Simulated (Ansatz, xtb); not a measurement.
## Isomers of GeH7Si2 in order of energy

5 gas-phase structures of GeH7Si2, found in a search over its isomers (lower ones may exist). Each was relaxed with GFN2-xTB; where two conformers were screened, the lower at r2SCAN-D4/def2-SVP is listed:

A. `[SiH2][GeH2][SiH3]`, a doublet
B. `[SiH3][GeH][SiH3]`, a doublet
C. `[SiH3][SiH2][GeH2]`, a doublet
D. `[SiH2][SiH2][GeH3]`, a doublet
E. `[SiH3][SiH][GeH3]`, a doublet

**Question.** Estimate their order in r2SCAN-D4/def2-SVP energy at these geometries, lowest first.

**Answer.** Calculated order at r2SCAN-D4/def2-SVP: B (0.0), A (6.3), E (6.8), C (6.9), D (9.0) kcal/mol. Less than 1 kcal/mol parts A and E; E and C, so the order within those pairs means little.

Energies above the lowest of each column, in kcal/mol; the last columns are at B3LYP/6-31G* geometries and were run for some of them only (a dash: not run or not comparable):

| structure | GFN2-xTB | HF/STO-3G | r2SCAN-D4/def2-SVP | B3LYP/6-31G* | CCSD(T)/def2-SVP + ΔMP2/def2-TZVPP |
| --- | --- | --- | --- | --- | --- |
| B | 0.0 | 1.6 | 0.0 | 0.0 | 0.0 |
| A | 10.3 | 0.3 | 6.3 | 8.8 | 8.1 |
| E | 20.0 | 0.0 | 6.8 | 10.5 | – |
| C | 11.9 | 12.1 | 6.9 | 5.5 | 5.6 |
| D | 23.0 | 3.6 | 9.0 | – | – |

CCSD(T)/def2-SVP + ΔMP2/def2-TZVPP puts B lowest of those it was run on; HF/STO-3G picks E. CCSD(T)/def2-SVP + ΔMP2/def2-TZVPP orders those it was run on as B (0.0), C (5.6), A (8.1) kcal/mol. Flexible structures stand in one conformer each, not always the lowest. Frequencies (B3LYP/6-31G*) were run for A, B, C alone. Open shells are spin-unrestricted. ΔMP2 is the change of the MP2 energy from the smaller to the larger basis.

Over these structures GFN2-xTB departs from r2SCAN-D4/def2-SVP by 5.1 kcal/mol on average once a common shift is removed. A GFN2-xTB relaxation took about 0.086 s and the r2SCAN-D4/def2-SVP energy about 3.9 s on a shared host (Ansatz 0.2.0, xtb 6.7.1 (Pople sets with spherical d functions)).
